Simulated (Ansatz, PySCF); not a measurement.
Gas-phase reaction in SMILES: CCCC=O + H+ → CCCC=[OH+]
Geometries: B3LYP-D3(BJ)/def2-TZVP minima from Ansatz (a quantum-chemistry and plane-wave program), one conformer each, not searched for the lowest. Frequencies are from Ansatz or PySCF.
Geometry of the first species:
```
C
H 1 1.0921
H 1 1.0921 2 105.75
C 1 1.5220 2 109.01 3 -117.07
H 4 1.0984 1 111.39 2 -64.37
H 4 1.0984 5 104.53 1 120.40
C 4 1.5038 5 106.91 6 113.13
O 7 1.2038 4 125.05 5 124.25
H 7 1.1117 8 120.27 4 180.00
C 1 1.5256 2 110.19 3 119.07
H 10 1.0910 1 111.15 2 -58.16
H 10 1.0928 11 107.68 1 -122.14
H 10 1.0928 11 107.68 12 -115.72
```

Wanted: proton affinity (enthalpy at 298 K, with B3LYP-D3(BJ) rigid-rotor harmonic-oscillator terms), positive where the reaction releases energy, in kcal/mol. Correlated levels leave the core frozen unless marked. No spin-orbit coupling. Non-relativistic. CBS(X,Y): correlation extrapolated as X^-3; Hartree-Fock from the larger set. The bracket is a focal-point correction in the basis named.

| level | program | proton affinity (kcal/mol) |
|---|---|---|
| HF/cc-pVTZ | Ansatz | 195.7 |

Question: What does RI-MP2/CBS(cc-pVTZ,cc-pVQZ)+[CCSD(T)-MP2]/cc-pVTZ (Ansatz) give?

Answer: 188.7 kcal/mol, so HF/cc-pVTZ differs from it by 7.0 kcal/mol.
